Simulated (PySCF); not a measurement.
## Telling isomers of C7H9FO apart by NMR

[PySCF: structure optimised with GFN2-xTB; GIAO PBE0/pcSseg-1 shieldings; a single conformation; relativity neglected; one averaged value for each set of equivalent atoms; no solvent model]

δ = σ(ref) − σ, references computed at the same level: 1H (σ = 31.72 ppm) and 13C (σ = 186.93 ppm) against TMS. Splittings of carbon signals by F and P are missing where no couplings were computed. Where no couplings were computed, multiplicities follow the n + 1 count of equivalent neighbours, and m marks all less simple cases (inequivalent or close neighbours, rings, F or P nearby). Shifts are as computed. Against solution values, carbons near 30 ppm lie about +3 ppm off and those near 130 ppm about +5 ppm. Of 1211 compounds with measured shifts, 218 miss one by over three times the rms of a fit or turn the order of signals round; such compounds aren't used in these exercises.

(1) Tabulate the signals of `C#CC(=O)C(C)(C)CF`, `C=C/C(C)=C(/C)C(=O)F` and their relative energies.

(2) What is the quickest way to tell C#CC(=O)C(C)(C)CF from C=C/C(C)=C(/C)C(=O)F?

Results:

(1) 
```json
{"SMILES": "C#CC(=O)C(C)(C)CF", "carbon types": "3×C 1×CH 1×CH2 2×CH3", "δC": "198.5, 90.7, 89.8, 82.8, 53.1, 23.5", "δH": "4.78 (m, 2H), 2.81 (s, 1H), 1.40 (s, 6H)", "E rel. (kcal/mol)": "37.9"}
{"SMILES": "C=C/C(C)=C(/C)C(=O)F", "carbon types": "3×C 1×CH 1×CH2 2×CH3", "δC": "166.4, 165.0, 143.9, 130.5, 122.5, 17.9, 17.8", "δH": "9.15 (m, 1H), 6.02 (m, 1H), 5.95 (m, 1H), 2.29 (s, 3H), 2.20 (s, 3H)", "E rel. (kcal/mol)": "0.0"}
```

Energies are electronic energies at PBE0/pcSseg-1 on these geometries, without zero-point or thermal terms, each for the one conformer computed, which needn't be the lowest.

(2) Count the carbon signals: 6 against 7. The first has a quaternary sp3 carbon α to a carbonyl (C) at 53.1 ppm, the second an alkene CH at 143.9 ppm. Their most deshielded carbons lie at 198.5 and 166.4 ppm. In the proton spectra the most deshielded non-exchanging signals are 4.78 (m, 2H) and 9.15 (m, 1H).
